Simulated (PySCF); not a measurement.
Numbering as in the mapped SMILES `[CH2:1]=[C:2]([F:3])[C:4](=[O:5])[O:6][CH2:7][CH3:8]`. Hydrogens are named by the atom that carries them. Ha(C1) is cis to F3; Hb(C1) is trans to F3.

PySCF calculation with NMR shieldings at PBE0/pcSseg-1/GIAO and coordinates at the GFN2-xTB level; fast rotation and ring inversion assumed for equivalent nuclei, non-relativistic, one conformer, no solvent.

Task: List the cross peaks expected in HSQC, COSY and HMBC spectra.

Result: 

HSQC (one-bond C–H):
```
           δH          δC
6.08 (Hb(C1))  110.4 (C1)
5.55 (Ha(C1))  110.4 (C1)
 4.28 (H(C7))   64.6 (C7)
 1.46 (H(C8))   15.8 (C8)
```

COSY cross peaks (H two or three bonds apart, from the bond graph; peaks can be absent where the dihedral angle is near 90°):
```
           δH             δH
6.08 (Hb(C1))  5.55 (Ha(C1))
 4.28 (H(C7))   1.46 (H(C8))
```

HMBC (two and three bonds, from the bond graph):
```
           δH                      δC
6.08 (Hb(C1))  167.5 (C4), 165.5 (C2)
5.55 (Ha(C1))  167.5 (C4), 165.5 (C2)
 4.28 (H(C7))   167.5 (C4), 15.8 (C8)
 1.46 (H(C8))               64.6 (C7)
```

Shifts are taken against calculated references (same method and geometry level): TMS for ¹H, ¹³C.

Shifts are as computed. Against solution values, carbons near 30 ppm lie about +3 ppm off and those near 130 ppm about +5 ppm. Of 1211 compounds with measured shifts, 218 miss one by over three times the rms of a fit or turn the order of signals round; such compounds aren't used in these exercises.
